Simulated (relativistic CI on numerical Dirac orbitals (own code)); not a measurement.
Fe IV: what numerical and physical settings do to a radial Dirac CI calculation

Reference input:

```
atom Fe  Z=26  charge=3  electrons=23
nucleus A=56  rms_radius_fm=3.7377
hamiltonian dirac-coulomb  breit=on  qed=on  c_scale=1
orbitals kli  potential=per-configuration
slater_scale 1
correlation none
mixing on
grid step=0.0125 r_max=25.7
scf mixing=0.4 start=green max_iterations=150 tolerance=2e-08 node_fill=0.05
configurations
  [Ar] 3d5
end
```

Computed lowest total energy -1268.92062 Ha, first excitation 36741.6 cm⁻¹, 11 SCF steps. Runs with settings changed; * marks those that are bad on purpose:

```tsv
Changed	Outcome	Lowest level	ΔE (Ha)	First excitation (cm⁻¹)	SCF steps	Message
SCF mixing 0.7, Breit term off	converged	3d⁵ ⁶S5/2	-0.468	36781.8	10	
node fill of the KLI weights 0.2	converged	3d⁵ ⁶S5/2	0.00458	36465.6	12	
Breit term off, SCF tolerance 1e-06, node fill of the KLI weights 0.5	converged	3d⁵ ⁶S5/2	-0.441	36059.3	10	
Breit term off	converged	3d⁵ ⁶S5/2	-0.468	36781.8	11	
SCF tolerance 0.3 *	converged	3d⁵ ⁶S5/2	0.071	35186.1	3	
node fill of the KLI weights 5 *	converged	3d⁵ ⁶S5/2	0.229	34083.6	12
```

With so few configurations and no correlation, terms lie too far apart (by 10 to 50 % near neutrality), their order can be wrong, and levels of other configurations are missing.
